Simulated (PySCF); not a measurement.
## Computed spin Hamiltonian

Compound: C₅H₉OSi (doublet state).
Geometry (GFN2-xTB, Å), atoms numbered from 1 in this order:
```
atom  x, y, z in Å
C1     1.9780    0.0942   -0.4004
C2     0.8265    0.8053    0.3168
C3     0.0693   -0.1604    1.1809
C4    -0.9671   -0.8872    0.7832
C5    -1.5354   -0.8684   -0.5978
Si6   -1.4219    0.9496   -1.1759
O7     0.0209    1.4657   -0.6333
H8     1.5861   -0.7084   -1.0201
H9     2.6683   -0.3221    0.3286
H10    2.5069    0.8011   -1.0347
H11    1.2459    1.6004    0.9505
H12    0.4338   -0.2411    2.1953
H13   -1.4634   -1.5276    1.5023
H14   -2.5525   -1.2568   -0.5973
H15   -0.9465   -1.5230   -1.2444
H16   -2.4566    1.7876   -0.5653
```

Identity: `C[C@@H]1C=CC[SiH]O1` [radical].

Computed with UKS B3LYP, pcH-1 on C H O Si, non-relativistic, mean-field spin-orbit, GIAO (PySCF 2.14.0). Geometry: GFN2-xTB, one conformer, isolated molecule. The geometry wasn't refined by DFT: couplings that depend on bond lengths, twists or pyramidal angles can differ widely from those at the functional's own minimum, by a factor of two or more for some ions and for spin on atoms past the first row. No stability test was run, so a lower SCF solution isn't excluded.

- g1, g2, g3: 2.00196, 2.00254, 2.00352
- g_iso: 2.00267
- Form of g: rhombic: the two nearest values differ by 37 % of g3 − g1
- ⟨S²⟩: 0.7514 (exact 0.7500)
- HOMO–LUMO gap, α and β orbitals: 5.21, 4.77 eV
- Basis functions: 275

Isotropic coupling and dipolar principal values T1 to T3, in MHz:

```tsv
atom	isotope	a_iso	of which spin–orbit	T1	T2	T3	Mulliken spin population
C1	13C	6.9	0.0	-0.9	-0.3	1.1	0.00
C2	13C	6.5	0.0	-2.5	-2.1	4.7	0.01
C3	13C	0.8	0.0	-2.6	-1.6	4.2	0.02
C4	13C	12.4	0.0	-3.8	-0.8	4.6	-0.01
C5	13C	28.9	0.0	-6.2	-5.6	11.8	0.03
Si6	29Si	-601.9	0.9	-149.0	72.9	76.1	0.83
O7	17O	-58.3	-0.1	-21.5	10.3	11.3	0.04
H8	1H	0.0	0.0	-1.5	-1.1	2.6	0.00
H9	1H	-0.5	0.0	-1.0	-0.9	1.8	0.00
H10	1H	1.0	0.0	-1.3	-1.0	2.2	0.00
H11	1H	11.4	0.0	-2.1	-0.6	2.6	0.01
H12	1H	3.3	0.0	-1.8	-1.2	2.9	0.00
H13	1H	13.3	0.0	-1.7	-0.5	2.2	0.01
H14	1H	-2.6	0.0	-4.1	-1.4	5.5	0.00
H15	1H	4.4	0.0	-4.7	-2.9	7.6	0.00
H16	1H	157.4	0.0	-7.8	0.6	7.2	0.07
```

Largest spin populations (Mulliken): Si6 (+0.83) and H16 (+0.07). Si6 is the only atom above +0.15. The angles at Si6 add up to 324.6°, so it is pyramidal.

Axes: g2 points within 15° of the C5–Si6 bond and g3 points within 8° of the Si6–O7 bond.

Under fast tumbling the dipolar parts average out, and these isotropic splittings remain: 1 × 1H (H16, I = 1/2, 2 lines) with 5.61 mT, 1 × 1H (H13, I = 1/2, 2 lines) with 0.47 mT, 1 × 1H (H11, I = 1/2, 2 lines) with 0.41 mT, 1 × 1H (H15, I = 1/2, 2 lines) with 0.16 mT, 1 × 1H (H12, I = 1/2, 2 lines) with 0.12 mT and 1 × 1H (H14, I = 1/2, 2 lines) with 0.09 mT.

The 17O coupling of O7 (-58.3 MHz) shows only in satellite lines or after enrichment, since that isotope makes up about 0.038 % of natural oxygen.

The 29Si coupling of Si6 (-601.9 MHz) shows only in satellite lines or after enrichment, since that isotope makes up about 4.7 % of natural silicon.
